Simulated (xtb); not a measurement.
I₄Sn (SMILES [I][Sn]([I])([I])[I]), singlet, from a rough starting geometry (GFN-xTB shapes and energies of metal compounds can be far from the true ones); GFN2-xTB (xtb 6.7.1).

xtb was given this input:
```
$ xtb mol.xyz --gfn 2 --opt vtight --json

# file mol.xyz
5

I     -1.63957528    -0.63464081    -2.06675802
Sn     0.01066854     0.03371307     0.01337655
I      0.56860097     2.68254984    -0.09597836
I      2.28676919    -1.45178758    -0.17577498
I     -1.21322277    -0.57738776     2.29602161
```

Output, abridged:

```
   ID    Z sym.   atoms
    1   53 I      1, 3-5
    2   50 Sn     2

           -------------------------------------------------
          |                Calculation Setup                |
           -------------------------------------------------

           -------------------------------------------------
          |                 G F N 2 - x T B                 |
           -------------------------------------------------

          ...................................................
          :                      SETUP                      :
          :.................................................:
          :  # basis functions                  50          :
          :  # atomic orbitals                  45          :
          :  # shells                           15          :
          :  # electrons                        32          :
          :  max. iterations                   250          :
          :  Hamiltonian                  GFN2-xTB          :
          :  restarted?                      false          :
          :  GBSA solvation                  false          :
          :  PC potential                    false          :
          :  electronic temp.          300.0000000     K    :
          :  accuracy                    1.0000000          :
          :  -> integral cutoff          0.2500000E+02      :
          :  -> integral neglect         0.1000000E-07      :
          :  -> SCF convergence          0.1000000E-05 Eh   :
          :  -> wf. convergence          0.1000000E-03 e    :
          :  Broyden damping             0.4000000          :
          :  net charge                          0          :
          :  unpaired electrons                  0          :
          ...................................................

 iter      E             dE          RMSdq      gap      omega  full diag
   1    -14.4703553 -0.144704E+02  0.257E+01    1.65       0.0  T
   2     -7.0563613  0.741399E+01  0.250E+01    6.42       1.0  T
   3    -14.3206149 -0.726425E+01  0.184E+01    1.46       1.0  T
   4    -17.2275769 -0.290696E+01  0.614E+00    1.58       1.0  T
   5    -17.3999796 -0.172403E+00  0.489E+00    1.51       1.0  T
   6    -17.5870329 -0.187053E+00  0.137E+00    1.40       1.0  T
   7    -17.5809097  0.612320E-02  0.113E+00    1.39       1.0  T
   8    -17.5760195  0.489022E-02  0.120E+00    1.36       1.0  T
   9    -17.5881929 -0.121735E-01  0.166E-01    1.37       1.0  T
[...]
 * total energy  :   -17.5655261 Eh     change        0.7124778E-02 Eh
 * total energy  :   -17.5708077 Eh     change       -0.5281654E-02 Eh
 * total energy  :   -17.5597459 Eh     change        0.1106184E-01 Eh
 * total energy  :   -17.5732598 Eh     change       -0.1351395E-01 Eh
 * total energy  :   -17.5701099 Eh     change        0.3149938E-02 Eh
 * total energy  :   -17.5737673 Eh     change       -0.3657339E-02 Eh
 * total energy  :   -17.5715274 Eh     change        0.2239815E-02 Eh
 * total energy  :   -17.5739430 Eh     change       -0.2415523E-02 Eh
 * total energy  :   -17.5739555 Eh     change       -0.1258505E-04 Eh
 * total energy  :   -17.5740083 Eh     change       -0.5271235E-04 Eh
 * total energy  :   -17.5740085 Eh     change       -0.2930867E-06 Eh
 * total energy  :   -17.5740086 Eh     change       -0.7973753E-07 Eh
   *** GEOMETRY OPTIMIZATION CONVERGED AFTER 13 ITERATIONS ***
         :: total energy             -17.574008629701 Eh    ::
[...]

     #   Z          covCN         q      C6AA      α(0)
     1  53 I        0.873    -0.104   379.444    33.627
     2  50 Sn       3.471     0.416   316.493    32.642
     3  53 I        0.874    -0.104   379.443    33.627
     4  53 I        0.874    -0.104   379.441    33.627
     5  53 I        0.874    -0.104   379.443    33.627

 Mol. C6AA /au·bohr⁶  :       9155.194350
 Mol. C8AA /au·bohr⁸  :     894506.165948
 Mol. α(0) /au        :        167.149504

Wiberg/Mayer (AO) data.
largest (>0.10) Wiberg bond orders for each atom

 ---------------------------------------------------------------------------
     #   Z sym  total        # sym  WBO       # sym  WBO       # sym  WBO
 ---------------------------------------------------------------------------
     1  53 I    1.220 --     2 Sn   0.725     3 I    0.165     5 I    0.165
                             4 I    0.165
     2  50 Sn   2.901 --     4 I    0.725     5 I    0.725     3 I    0.725
                             1 I    0.725
     3  53 I    1.220 --     2 Sn   0.725     1 I    0.165     5 I    0.165
                             4 I    0.165
     4  53 I    1.220 --     2 Sn   0.725     1 I    0.165     3 I    0.165
                             5 I    0.165
     5  53 I    1.220 --     2 Sn   0.725     1 I    0.165     3 I    0.165
                             4 I    0.165
 ---------------------------------------------------------------------------

Topologies differ in total number of bonds
Writing topology from bond orders to xtbtopo.mol

molecular dipole:
                 x           y           z       tot (Debye)
 q only:        0.000      -0.000       0.000
   full:       -0.000       0.000      -0.000       0.001
molecular quadrupole (traceless):
                xx          xy          yy          xz          yz          zz
 q only:        0.000      -0.001       0.000      -0.001      -0.000      -0.000
  q+dip:       -0.000       0.000      -0.000       0.000       0.000       0.000
   full:       -0.000       0.001      -0.000       0.000       0.000       0.000

optimized geometry written to: xtbopt.xyz

           -------------------------------------------------
          | TOTAL ENERGY              -17.574008629701 Eh   |
          | GRADIENT NORM               0.000020823352 Eh/α |
          | HOMO-LUMO GAP               1.255363831114 eV   |
           -------------------------------------------------

normal termination of xtb
```
